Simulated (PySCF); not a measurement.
The numbers are results of ωB97X-D3(BJ)/def2-TZVP // PBE0-D3(BJ)/def2-TZVP in PySCF 2.14.0, not measurements. Isolated molecules, 0 K electronic values unless said otherwise. One relaxed conformer stands for a flexible species; it need not be the lowest. Excitations are Tamm–Dancoff values on a coarser integration grid. The basis has no diffuse functions, so Rydberg states are missing or too high.

Reference species (SMILES): `[SH][Ge]([SH])([SH])[Cl]` (neutral, multiplicity 1).

The HOMO is -10.20 eV and the S1 excitation (TDA) is 5.42 eV.

Changed species: `[Ge]([SH])([SH])([SH])[SH]` (4 of 4 Cl replaced by SH; the reference has 3 of 4 Cl replaced by SH).

Question: Predict the effect on the HOMO and S1 excitation (TDA).

Answer: the HOMO goes up by 0.35 eV, to -9.85 eV; the S1 excitation (TDA) falls by 0.19 eV, to 5.23 eV.
